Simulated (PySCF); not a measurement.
**Cd³³⁺: ionisation energy**

Cd³³⁺ [Ne] 3s2 3p3 [3p1/2^2 3p3/2^1, M_J = 3/2] → Cd³⁴⁺ [Ne] 3s2 3p2 [3p1/2^2, M_J = 0], as a difference of total energies. Calculation: PySCF 2.14, in an uncontracted even-tempered set (19 s from 5.9 bohr⁻², ratio 2.4; 14 p from 7.6 bohr⁻², ratio 2.4; 4 d from 29 bohr⁻², ratio 2.6; 4 f from 43 bohr⁻², ratio 2.6); the two-component X2C-1e Hamiltonian. Correlated levels: 1s2 frozen; the 56 highest virtual spinors dropped. "Screened" scales the spin-orbit matrix elements by Boettger's factors to mimic the two-electron term; Breit and QED terms are absent.

```tsv
method	ionisation energy (eV)
GHF (spin-free)	2097.5
GMP2 (spin-free)	2097.9
GHF (screened spin-orbit)	2074.5
GMP2 (screened spin-orbit)	2074.7
```

Breit and QED terms and the two-electron picture change are absent.

The spin-free rows relax to the high-spin LS determinant and lack the spin-orbit shift.

The labels give the starting determinants; with spin-orbit coupling the two ends relaxed to ⟨J²⟩ = 3.75, ⟨L²⟩ = 2.03, ⟨S²⟩ = 1.79 and ⟨J²⟩ = 0.00, ⟨L²⟩ = 1.34, ⟨S²⟩ = 1.34.

For comparison: 2091 ± 8 eV (semi-empirical (NIST evaluation); NIST Atomic Spectra Database, ionization energies).
